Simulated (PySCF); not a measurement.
## Telling isomers of C3H6O4Si apart by NMR

- GFN2-xTB structure
- σ from GIAO-PBE0/pcSseg-1
- run in PySCF 2.14
- single conformer, equivalent nuclei averaged, gas phase, relativity neglected

δ = σ(ref) − σ, references computed at the same level: TMS for ¹H, ¹³C. Where no couplings were computed, multiplicities follow the n + 1 count of equivalent neighbours, and m marks all less simple cases (inequivalent or close neighbours, rings, F or P nearby). Acid and N–H amide carbonyl carbons lie up to 10 ppm further downfield in solution (hydrogen bonding). Shifts are as computed. Against solution values, carbons near 30 ppm lie about +3 ppm off and those near 130 ppm about +5 ppm. Of 1211 compounds with measured shifts, 218 miss one by over three times the rms of a fit or turn the order of signals round; such compounds aren't used in these exercises. OH and NH positions are gas-phase values without hydrogen bonding to other molecules.

(1) Tabulate the signals of `CC(=O)O[SiH2]C(=O)O`, `COC(=O)C(=O)O[SiH3]`, `C=C(O[SiH2]O)C(=O)O` and their relative energies.

(2) What is the quickest way to tell CC(=O)O[SiH2]C(=O)O from COC(=O)C(=O)O[SiH3]?

(3) What is the quickest way to tell CC(=O)O[SiH2]C(=O)O from C=C(O[SiH2]O)C(=O)O?

(4) What is the quickest way to tell COC(=O)C(=O)O[SiH3] from C=C(O[SiH2]O)C(=O)O?

Results:

(1) 
| SMILES | carbon types | δC | δH | E rel. (kcal/mol) |
| --- | --- | --- | --- | --- |
| CC(=O)O[SiH2]C(=O)O | 2×C 1×CH3 | 181.0, 176.8, 23.8 | 6.79 (br s, 1H), 5.10 (s, 2H), 2.25 (s, 3H) | 5.9 |
| COC(=O)C(=O)O[SiH3] | 2×C 1×CH3 | 165.6, 164.8, 53.5 | 4.94 (s, 3H), 4.16 (s, 3H) | 27.2 |
| C=C(O[SiH2]O)C(=O)O | 2×C 1×CH2 | 172.5, 151.6, 114.1 | 6.30 (br s, 1H), 6.09 (br s, 1H), 5.71 (br s, 1H), 4.80 (s, 2H), 2.82 (br s, 1H) | 0.0 |

Energies are electronic energies at PBE0/pcSseg-1 on these geometries, without zero-point or thermal terms, each for the one conformer computed, which needn't be the lowest.

(2) Both give the same number of carbon signals, with the same numbers of each carbon type, so the positions decide. The first has a methyl carbon α to a carbonyl (CH3) at 23.8 ppm, the second a methyl carbon bonded to O (CH3) at 53.5 ppm. Their most deshielded carbons lie at 181.0 and 165.6 ppm.

(3) Both give the same number of carbon signals, but DEPT or the intensities differ. The first has a methyl carbon α to a carbonyl (CH3) at 23.8 ppm, the second a β carbon of a C=C–C=O unit (CH2) at 114.1 ppm. Their most deshielded carbons lie at 181.0 and 172.5 ppm. In the proton spectra the most deshielded non-exchanging signals are 5.10 (s, 2H) and 6.09 (br s, 1H).

(4) Both give the same number of carbon signals, but DEPT or the intensities differ. The first has a methyl carbon bonded to O (CH3) at 53.5 ppm, the second a β carbon of a C=C–C=O unit (CH2) at 114.1 ppm. Their most deshielded carbons lie at 165.6 and 172.5 ppm. In the proton spectra the most deshielded non-exchanging signals are 4.94 (s, 3H) and 6.09 (br s, 1H).
